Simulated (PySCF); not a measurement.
## Ionisation energy of Nb²⁺ by level of theory

Nb²⁺ [Kr] 4d3 (4F) → Nb³⁺ [Kr] 4d2 (3F), as a difference of total energies. All numbers are calculated (PySCF 2.14, a scalar-relativistic core potential, in aug-cc-pwCVDZ-PP with ECP28MDF). Correlated levels: valence: 4s2 4p6 frozen; valence and next inner shell: nothing frozen outside the core potential. The calculations carry no spin-orbit coupling.

Task: Order these methods by the ionisation energy they give, lowest first.
A. wB97X
B. BP86
C. PBE
D. MP2 (valence)

Result: D (24.532 eV), A (24.886 eV), C (25.401 eV), B (25.430 eV).

The reference lies between the lowest fine-structure levels, while these numbers refer to the centres of the terms.

Errors of the correlated levels include the incompleteness of this basis and the frozen core.

For comparison: 25.04 eV (semi-empirical (NIST evaluation); NIST Atomic Spectra Database, ionization energies).
